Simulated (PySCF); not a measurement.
Geometry:
```
atom   x (Å)   y (Å)   z (Å)
  C1  -2.337  -0.005  -0.779
  S2  -0.794   0.950  -0.640
  C3  -0.518   0.784   1.086
  C4   0.653   0.871   1.708
  S5   2.251   1.119   1.039
 Si6   2.292   0.074  -0.852
  H7  -2.156  -1.037  -0.492
  H8  -2.639   0.045  -1.820
  H9  -3.100   0.443  -0.149
 H10  -1.423   0.634   1.654
 H11   0.683   0.830   2.787
 H12   1.522  -1.152  -0.693
 H13   1.846   0.936  -1.933
 H14   3.717  -0.212  -0.939
```

Geometry: GFN2-xTB; GIAO shifts from PySCF 2.14, gas phase, non-relativistic, averaged over equivalent atoms.

At PBE0/pcSseg-1 (163 basis functions, 21 s wall time on 1 thread of an Arm Neoverse V1, shared host):
| atoms | δ (ppm) |
| --- | --- |
| C3 | 136.4 |
| C4 | 126.3 |
| C1 | 22.6 |
| Si6 | -53.9 |
| H11 | 6.05 |
| H10 | 5.90 |
| H12/H13/H14 | 4.94 |
| H7/H8/H9 | 2.22 |

Scale: TMS for ¹³C (186.93 ppm), ²⁹Si (349.16 ppm), ¹H (31.72 ppm) (reference shieldings calculated alike).

Question: Predict the values at wB97X-D/aug-cc-pVDZ on the same geometry.

Answer: 
```tsv
atoms	δ at wB97X-D/aug-cc-pVDZ	change
C3	131.9	-4.5
C4	121.6	-4.7
C1	22.5	-0.1
Si6	-50.8	+3.1
H11	6.46	+0.41
H10	6.37	+0.47
H12/H13/H14	5.11	+0.17
H7/H8/H9	2.34	+0.12
```

δ = σ(ref) − σ, references computed at the same level: ¹³C (σref 197.81) and ²⁹Si (σref 417.45) and ¹H (σref 31.99) against TMS.

The largest change is at C4 (alkene CH). Cost: 222 basis functions, 39 s wall time on 1 thread of an Arm Neoverse V2, shared host. The order of the carbon signals is the same at both levels.
